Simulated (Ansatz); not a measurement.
Compare A (`[OH][Ge]([F])([F])[SiH3]`) with its isomer B (`[F][GeH]([F])[O][SiH3]`).

Isolated molecules relaxed with PBE0-D4/def2-TZVP in Ansatz; ΔE leaves out vibrations. CBS: MP2 limit from def2 TZ/QZ plus the TZ coupled-cluster correction, frozen cores. DFT in def2-TZVPP. B3LYP here is the variant with VWN-RPA as its local correlation; programs differ in this. For Ge outer-core shells are correlated without core-valence functions, which leaves a few kJ/mol of doubt a bond. Scalar relativity is left out up to krypton. Each species was taken in one conformer, which may not be the lowest.

A:

```xyz
9

O    -1.0896   -0.3380   -1.7261
Ge   -0.4904   -0.6419   -0.1078
F    -1.8604   -0.8334    0.9345
F     0.2023   -2.2293   -0.0952
Si    1.0177    1.0305    0.6529
H    -1.6843   -1.0207   -2.0508
H     1.4311    0.6606    2.0260
H     0.2987    2.3254    0.6378
H     2.1750    1.0468   -0.2713
```

B:

Z-matrix (Å, degrees):
```
Ge
F 1 1.718
O 1 1.729 2 108.3
F 1 1.717 2 104.7 3 115.5
H 1 1.517 2 111.3 3 -124.4
Si 3 1.652 1 137.1 2 51.3
H 6 1.483 3 107.9 1 132.7
H 6 1.483 3 108.9 1 -108.2
H 6 1.485 3 110.5 1 12.4
```

(1) Which is lower in electronic energy at CCSD(T)/CBS, and by how much? (Best estimate.)

(2) Give E(B) − E(A) in kJ/mol with BLYP-D4, B2PLYP, CCSD/def2-TZVPP, CCSD(T)/def2-TZVPP, HF/def2-TZVPP, B3LYP-D4, r2SCAN-D4. (Best estimate.)

Largest T1 diagnostic: 0.013.

Results:

(1) The calculation gave: B, by 76.2 kJ/mol.

(2) The calculation gave: BLYP-D4 -62.7, B2PLYP -77.8, CCSD/def2-TZVPP -82.2, CCSD(T)/def2-TZVPP -78.9, HF/def2-TZVPP -103.8, B3LYP-D4 -70.8, r2SCAN-D4 -69.1. None reverses the order clearly.

From BLYP to BHLYP (50 % exact exchange), in def2-TZVPP and without D4, E(B) − E(A) moves by −22.5 kJ/mol. In def2-TZVPP, CCSD(T) changes the Hartree–Fock value by +24.9 kJ/mol (the triples alone add +3.3 kJ/mol) and MP2 by +19.6 kJ/mol.
